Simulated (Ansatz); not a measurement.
ClFH4O4W, SMILES `[OH][W]([OH])([OH])([OH])([F])[Cl]`, 11 atoms. Total charge 0; spin multiplicity 1. Correlated methods include outer-core shells of W, which these sets cover unevenly. W takes the def2 core potential. Hardware: A = 2 threads of an AMD EPYC 7R13 on a shared host and a share of an NVIDIA H100 80 GB; B = 2 threads of an AMD EPYC 7R13 on a shared host. Correlated methods freeze the cores. Open-shell runs search over several starts.

Question: Give the basis size and wall time and peak host memory of each of these runs in Ansatz. UKS ωB97X-V/def2-TZVPP energy of the cation [A]; RKS LC-ωPBE/def2-TZVPP energy [A]; RHF-CCSD(T)/def2-SVP energy [A]; direct RPA on PBE orbitals/def2-TZVPP energy [A]; UHF-CCSD(T)/def2-TZVPP energy of the cation [A]; RKS PBE-QIDH (frozen core)/def2-TZVPP energy [A]; RHF-MP2/def2-QZVPP energy [A]; UKS PBE0-D4/def2-TZVPP energy of the cation [A]; UHF-MP2/def2-QZVPP energy of the cation [A]; RKS ωB97M-V/def2-SVP energy [B]; RKS PBE0-D4/def2-TZVP relaxation (24 steps) [A]; RKS ωB97M-V/def2-QZVPP energy [A]. (An estimate is asked.)

Answer: Computed: Other jobs shared the machine, so times are rough.

```csv
level,job,functions,wall time,peak host memory (GiB)
RHF-CCSD(T)/def2-SVP,energy [A],140,6.5 s,0.79
RKS LC-ωPBE/def2-TZVPP,energy [A],309,7 s,0.87
RKS PBE-QIDH (frozen core)/def2-TZVPP,energy [A],309,7.5 s,1.4
RHF-MP2/def2-QZVPP,energy [A],556,11 s,1.1
direct RPA on PBE orbitals/def2-TZVPP,energy [A],309,12 s,1.4
RKS ωB97M-V/def2-QZVPP,energy [A],556,12 s,1.2
RKS ωB97M-V/def2-SVP,energy [B],140,13 s,0.61
UKS PBE0-D4/def2-TZVPP,energy of the cation [A],309,13 s,0.96
UKS ωB97X-V/def2-TZVPP,energy of the cation [A],309,24 s,1.1
UHF-MP2/def2-QZVPP,energy of the cation [A],556,29 s,1.5
RKS PBE0-D4/def2-TZVP,relaxation (24 steps) [A],256,110 s,0.92
UHF-CCSD(T)/def2-TZVPP,energy of the cation [A],309,2 min,1.5
```

LC-ωPBE has ω = 0.4 bohr⁻¹.
